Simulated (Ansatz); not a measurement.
Program: Ansatz. Geometries: PBE0-D4/def2-TZVP. ΔE: electronic, gas phase. CCSD(T)/CBS is the MP2 limit (def2-TZVPP, def2-QZVPP) plus CCSD(T) − MP2 in def2-TZVPP, frozen cores. Functionals use def2-TZVPP. B3LYP here is the variant with VWN-RPA as its local correlation; programs differ in this. One conformer a species, not always the lowest.

`BC(C)O[SiH3]` + `BC[SiH3]` → `BBC[SiH3]` + `CCO[SiH3]`  (formal exchange of groups at a B–C bond)

```tsv
level	ΔE (kcal/mol)	difference from CCSD(T)/CBS
revPBE-D4	-2.2	-1.7
r2SCANh-D4	-1.9	-1.4
ωB97M-V	-0.1	0.4
revPBE	-3.8	-3.3
BLYP	-2.9	-2.4
B3LYP	-2.2	-1.7
CAM-B3LYP	-1.3	-0.8
HF/def2-SVP	-0.4	0.1
MP2/def2-TZVPP	0.6	1.1
MP2/def2-QZVPP	0.6	1.1
CCSD(T)/CBS	-0.5	0
```

Largest T1 diagnostic among the species: 0.012.

From BLYP to BHLYP (50 % exact exchange), in def2-TZVPP and without D4, ΔE moves by +1.6 kcal/mol. Leaving LDA and LC-ωPBE aside and taking each functional with its dispersion term where it has one, the values, not all of them listed here, spread over 3.5 kcal/mol, from B97M-V to ωB97M-V. LDA lies +1.1 kcal/mol from PBE without D4. The D4 term adds +0.9 kcal/mol with B3LYP and +0.5 kcal/mol with PBE0; it sums over pairs of atoms, weighted by their polarisabilities, and B3LYP, whose exchange is more repulsive, gets the larger term.
